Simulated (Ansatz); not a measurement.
Relaxation of BCl₂H₃O (7 atoms, charge 0, multiplicity 1), to a largest force component of 0.03 eV/Å in at most 50 steps.

Computed with Ansatz 0.2.0, RKS B3LYP-D4/def2-SVP.

```xyz
7
Properties=species:S:1:pos:R:3
B 0.060 -0.573 -0.461
H 0.006 0.140 1.831
Cl 1.538 0.334 -0.736
Cl -1.504 0.134 -0.895
O 0.153 -1.852 0.027
H -0.703 -2.299 0.073
H 0.084 -0.572 1.841
```

Q: Where does it end, and by what steps?

A: The forces met the threshold. The force dipped under the threshold on the way, but the program's further checks kept it going. After 47 steps the energy has fallen by 0.263 eV; Cl3 moved furthest, 2.16 Å.

| step | energy less start (eV) | largest force component (eV/Å) | accepted |
| --- | --- | --- | --- |
| 0 | 0.0000 | 1.767 | yes |
| 2 | -0.1837 | 0.585 | yes |
| 4 | -0.2199 | 0.264 | yes |
| 6 | -0.2225 | 0.093 | yes |
| 8 | -0.2235 | 0.108 | yes |
| 10 | -0.2208 | 0.302 | no |
| 12 | -0.2245 | 0.050 | yes |
| 14 | -0.2259 | 0.112 | yes |
| 16 | -0.2276 | 0.067 | yes |
| 18 | -0.2281 | 0.031 | yes |
| 20 | -0.2289 | 0.062 | yes |
| 22 | -0.2294 | 0.139 | yes |
| 24 | -0.2302 | 0.033 | yes |
| 26 | -0.2307 | 0.049 | yes |
| 28 | -0.2316 | 0.095 | yes |
| 30 | -0.2317 | 0.151 | no |
| 32 | -0.2344 | 0.085 | yes |
| 34 | -0.2368 | 0.119 | yes |
| 36 | -0.2367 | 0.439 | no |
| 38 | -0.2473 | 0.158 | yes |
| 40 | -0.2524 | 0.459 | yes |
| 42 | -0.2587 | 0.390 | no |
| 44 | -0.2629 | 0.064 | yes |
| 46 | -0.2631 | 0.036 | no |
| 47 | -0.2632 | 0.009 | yes |

```xyz
7
Properties=species:S:1:pos:R:3
B 0.286 -0.543 -0.948
H -0.923 -0.464 2.248
Cl 0.960 -0.661 -2.568
Cl -0.812 0.800 -0.548
O 0.610 -1.468 -0.037
H 0.196 -1.328 0.827
H -0.684 -1.024 2.706
```

Time of the run: 91 s on 1 thread of AMD EPYC 9B14 (Zen 4), on a shared host, peak memory 0.17 GiB.
